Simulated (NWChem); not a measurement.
A series in which one site is exchanged, each optimised at PBE0/def2-SVP with NWChem, gas phase unless a solvent is named. This build's default masses of Se (78.918 u) and Br (79.917 u) are each other's, which moves their modes by up to 0.6 %. For some, no frequency run checked for a minimum. def2 effective core potentials on I; no spin-orbit coupling.

A: B(I)C (CH$_{4}$BI; site = I)
B: CBCl (CH₄BCl; site = Cl)
C: CBF (CH4BF; site = F)
D: CBBr (CH₄BBr; site = Br)

Values for A:

```
Quantity                                                   Value
---------------------------------------------------------  -----
orbital gap (eV), PBE0/def2-SVP                             5.72
vertical ionisation energy, ΔSCF, CAM-B3LYP/def2-SVP (eV)   9.69
static polarisability, CAM-B3LYP/def2-SVPD (bohr³)          63.2
```

Problem. How do these values change for the other members?

Solution. 
```tsv
change from A	B	C	D
orbital gap (eV), PBE0/def2-SVP	+1.54	+2.85	+0.88
vertical ionisation energy, ΔSCF, CAM-B3LYP/def2-SVP (eV)	+1.28	+2.03	+0.79
static polarisability, CAM-B3LYP/def2-SVPD (bohr³)	-21.1	-34.4	-13.5
```
